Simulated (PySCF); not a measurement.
## How methods differ on the ionisation energy of Si(2+)

Si(2+) [Ne] 3s2 (1S) → Si(3+) [Ne] 3s1 (2S), as a difference of total energies. All numbers are calculated (PySCF 2.14, the non-relativistic Hamiltonian (point nucleus), in def2-TZVPPD (6s5p4d1f, 48 functions)). Correlated levels: valence: [Ne] frozen. The calculations carry no spin-orbit coupling.

| method | ionisation energy (eV) |
| --- | --- |
| UHF | 31.978 |
| MP2 (valence) | 32.846 |
| SCS-MP2 (valence) | 33.019 |
| CCSD (valence) | 33.200 |

Errors of the correlated levels include the incompleteness of this basis and the frozen core.

With two correlated electrons CCSD is exact in that space.

**Question.** Which method comes closest to the reference value, and which is furthest?

**Answer.** The reference is 33.493 eV (measured; NIST Atomic Spectra Database, ionization energies). Closest: CCSD (valence) (error -0.293 eV); furthest: UHF (error -1.515 eV).
